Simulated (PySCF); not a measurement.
Cartesian coordinates in Å; atom numbers follow the order of the lines, from 1:
```xyz
23

C     1.6517   -1.4687    1.0992
C     1.5038   -0.3139    0.4651
C     1.9700    0.9786    1.0556
Si    0.7046   -0.2118   -1.2512
P    -0.4010   -2.1494   -1.6005
C    -0.4224    1.2908   -1.4640
C    -1.4374    1.6788   -0.6925
Si   -2.1314    0.8519    0.8651
N    -1.7784   -0.8052    1.1526
H     2.1207   -1.5428    2.0697
H     1.3059   -2.3974    0.6688
H     1.1177    1.6382    1.2120
H     2.6494    1.4806    0.3690
H     2.4770    0.8241    2.0060
H     1.7870   -0.0382   -2.2468
H     0.4525   -2.6018   -2.5906
H    -1.2682   -1.6058   -2.5327
H    -0.1823    1.8940   -2.3367
H    -1.9587    2.5868   -0.9873
H    -1.6027    1.5716    2.0294
H    -3.5919    0.9261    0.7574
H    -2.1167   -1.4967    0.5006
H    -0.8539   -1.0626    1.4619
```

All values are calculated (PySCF 2.14.0 with density-fitted response routines): GFN2-xTB geometry, GIAO PBE0/pcSseg-1 shieldings. Relativity neglected, one conformer, no solvent model, averaged over atoms made equivalent by symmetry, fast rotation or ring inversion.

Chemical shifts δ = σref − σ; $^{13}$C (186.93 ppm) vs TMS, all at this level.

Q: Do the $^{13}$C shifts follow the atomic charges (in e)? Tabulate both.

A: 
```
atoms  hybridisation  δ (ppm)  σ para (ppm)  Hirshfeld    IAO  Mulliken  ESP-fitted
   C7            sp2    166.1          -242      -0.13  -0.42     -0.40       -0.43
   C2            sp2    157.8          -238      -0.07  -0.23     -0.62       +0.32
   C6            sp2    152.6          -228      -0.14  -0.41     -0.42       -0.16
   C1            sp2    134.7          -203      -0.10  -0.31     -0.10       -0.56
   C3            sp3     27.6           -89      -0.12  -0.42     -0.17       -0.58
```

Correlation coefficients of δ with charge over these carbons: Hirshfeld +0.08, IAO +0.32, Mulliken -0.58, ESP-fitted +0.51; with the paramagnetic shielding -1.00. Among the 4 sp2 carbons alone: Hirshfeld -0.30, IAO -0.30, Mulliken -0.75, ESP-fitted +0.39. With so few points, grouped by hybridisation, these coefficients are fragile. Charge is one influence among several: hybridisation and low-lying excitations act through the paramagnetic term.

Shifts are as computed. Against solution values, carbons near 30 ppm lie about +3 ppm off and those near 130 ppm about +5 ppm. Of 1211 compounds with measured shifts, 218 miss one by over three times the rms of a fit or turn the order of signals round; such compounds aren't used in these exercises.
